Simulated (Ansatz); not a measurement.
`[SiH3][GeH]([SiH3])[Cl]` → `[Cl][GeH]` + `[SiH3][SiH3]`  (germylene formation by 1,1-elimination)

Computed with Ansatz on PBE0-D4/def2-TZVP structures; ΔE is electronic, products minus reactants. CBS: MP2 limit from def2 TZ/QZ plus the TZ coupled-cluster correction, frozen cores. Functionals use def2-TZVPP. For Ge outer-core shells are correlated without core-valence functions, which leaves a few kJ/mol of doubt a bond. Scalar relativity is left out up to krypton.

CCSD(T)/CBS gives +36.2 kcal/mol.

Another level gave +28.4 kcal/mol. Which?
A. BLYP/def2-TZVPP
B. BLYP-D4/def2-TZVPP
C. LDA (SPW92)/def2-TZVPP
D. PBE0/def2-TZVPP

B. BLYP-D4 28.4, LDA (SPW92) 41.4, PBE0 35.5, BLYP 23.5 kcal/mol.

Largest T1 diagnostic among the species: 0.013.

In def2-TZVPP, CCSD(T) changes the Hartree–Fock value by +7.9 kcal/mol (the triples alone add +0.9 kcal/mol) and MP2 by +11.6 kcal/mol. The D4 term adds +4.1 kcal/mol with B3LYP and +2.3 kcal/mol with PBE0; it sums over pairs of atoms, weighted by their polarisabilities, and B3LYP, whose exchange is more repulsive, gets the larger term. At CCSD(T), def2-SVP lies −2.8 kcal/mol from the extrapolated value and def2-TZVPP +1.2 kcal/mol.

CCSD(T)/CBS has its own doubt, a few kJ/mol and more with outer-core shells, so smaller differences from it don't rank the levels.

B3LYP here is the variant with VWN-RPA as its local correlation; programs differ in this.
